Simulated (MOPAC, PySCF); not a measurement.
[W(Cl)3(NH2)3], neutral singlet in the gas phase. 

Cartesian coordinates (Å):
```xyz
13

W     -0.1308    -0.0094    -0.0222
Cl     0.8581     2.1486    -0.1151
Cl     2.0303    -0.9955     0.0017
Cl    -0.1441    -0.1031    -2.3959
N     -1.7323     1.0598     0.3307
H     -2.6759     0.6808     0.3928
H     -1.7101     2.0653     0.4990
N     -1.2715    -1.5849    -0.2444
H     -1.6314    -1.8947    -1.1468
H     -1.5950    -2.1744     0.5209
N     -0.0134    -0.4056     1.8913
H      0.7358    -0.9602     2.3049
H     -0.6984    -0.1081     2.5843
```
Charge 0, multiplicity 1.

All levels are single points at this geometry (r2SCAN-D4/def2-SVP); Pople sets use spherical d functions. Orbital energies aren't observables, and empty levels follow the basis.

```csv
level,HOMO (eV),LUMO (eV),gap (eV),dipole (D),"vertical IE, Delta-SCF (eV)"
B3LYP-D3(BJ)/def2-TZVP in PySCF,-7.75,-3.54,4.21,7.47,–
PBE-D3(BJ)/def2-TZVP in PySCF,-6.69,-3.94,2.74,7.24,–
TPSSh-D3(BJ)/def2-TZVP in PySCF,-7.31,-3.70,3.61,7.51,–
B3LYP/6-311+G** (LANL2DZ on W) in PySCF,-7.85,-3.93,3.92,7.84,–
B3LYP/6-31G* (LANL2DZ on W) in PySCF,-7.64,-3.67,3.97,8.60,9.63
B3LYP/LANL2DZ in PySCF,-7.82,-3.87,3.95,9.02,–
BP86/6-31G* (LANL2DZ on W) in PySCF,-6.69,-4.12,2.56,8.33,–
M06-2X/6-31G* (LANL2DZ on W) in PySCF,-9.22,-2.83,6.39,9.03,–
PBE/6-31G* (LANL2DZ on W) in PySCF,-6.60,-4.02,2.58,8.30,–
SVWN5/6-31G* (LANL2DZ on W) in PySCF,-6.70,-4.13,2.57,8.32,–
HF/6-31G* (LANL2DZ on W) in PySCF,-11.14,-0.81,10.34,9.40,–
PM6 in MOPAC,-8.74,0.50,9.24,7.26,–
PM7 in MOPAC,-10.78,-0.62,10.16,8.43,–
```
